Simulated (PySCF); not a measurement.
How methods differ on the excitation energy of Zr

Zr [Kr] 4d2 5s2 (3F) → Zr [Kr] 4d2 5s1 5p1 (high-spin determinant), as a difference of total energies. Calculation: PySCF 2.14, in def2-QZVPPD with the def2 core potential (28 electrons) (7s5p4d3f2g, 81 functions); a scalar-relativistic core potential. Correlated levels: valence: 4s2 4p6 frozen; valence and next inner shell: nothing frozen outside the core potential. The calculations carry no spin-orbit coupling.

| method | excitation energy (cm⁻¹) |
| --- | --- |
| UHF | 6747.6 |
| LDA | 17354 |
| PBE | 15597 |
| PBE0 | 14326 |
| r2SCAN | 12958 |
| HSE06 | 14501 |
| B3LYP | 17473 |
| M06 | 22479 |
| MP2 (valence) | 13226 |
| SCS-MP2 (valence) | 15462 |
| MP2 (valence and next inner shell) | 15450 |
| SCS-MP2 (valence and next inner shell) | 16939 |

The determinant of the upper state mixes LS terms, which raises its energy above the lowest term, most at the Hartree-Fock and MP2 levels.
